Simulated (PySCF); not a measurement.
CsCl, SMILES [Cl][Cs]. Atoms are numbered in the order given.

```xyz
2

Cs     0.0000     0.0000    -0.7017
Cl     0.0000     0.0000     2.2701
```
Charge 0, spin multiplicity 1.

Coordinates come from a B3LYP-D3(BJ)/def2-TZVPD optimisation. The def2 effective core potentials stand for the cores of Cs; spin–orbit coupling is left out.

Level of theory: PySCF with TDA-B3LYP/def2-TZVPD.

Vertical excitations; the highest root listed may be one member of a degenerate set. Gas-phase values at a fixed geometry. State labels are in the subgroup C2v.

Question: List the lowest excited states. (The exact figures need the calculation; the answer reports its results.)

Answer: 
| state | symmetry | energy (eV) | λ (nm) | f | main pairs |
|---|---|---|---|---|---|
| S1 | B1 | 3.65 | 340 | 0.005 | HOMO−1→LUMO (degenerate set) |
| S2 | B2 | 3.65 | 340 | 0.005 | HOMO→LUMO (degenerate set) |
| S3 | A1 | 3.81 | 326 | 0.058 | HOMO−2→LUMO 98 % |
| S4 | A1 | 4.93 | 251 | 0.007 | HOMO→LUMO+2 50 %, HOMO−1→LUMO+1 50 % |
| S5 | A1 | 4.94 | 251 | 0.000 | HOMO−1→LUMO+1, HOMO→LUMO+2 (degenerate set) |
| S6 | A2 | 4.94 | 251 | 0.000 | HOMO→LUMO+1, HOMO−1→LUMO+2 (degenerate set) |
| S7 | B1 | 4.95 | 250 | 0.022 | HOMO−1→LUMO+3 (degenerate set) |
| S8 | B2 | 4.95 | 250 | 0.022 | HOMO→LUMO+3 (degenerate set) |
| S9 | A2 | 4.96 | 250 | 0.000 | HOMO−1→LUMO+2 50 %, HOMO→LUMO+1 50 % |
| S10 | B1 | 5.01 | 247 | 0.003 | HOMO−2→LUMO+1 97 % |
| T1 | B1 | 3.63 | 342 | 0 | HOMO−1→LUMO (degenerate set) |
| T2 | B2 | 3.63 | 342 | 0 | HOMO→LUMO (degenerate set) |
| T3 | A1 | 3.70 | 335 | 0 | HOMO−2→LUMO 99 % |
| T4 | B2 | 4.93 | 251 | 0 | HOMO→LUMO+3 96 % |
Triplets are in the Tamm–Dancoff approximation.
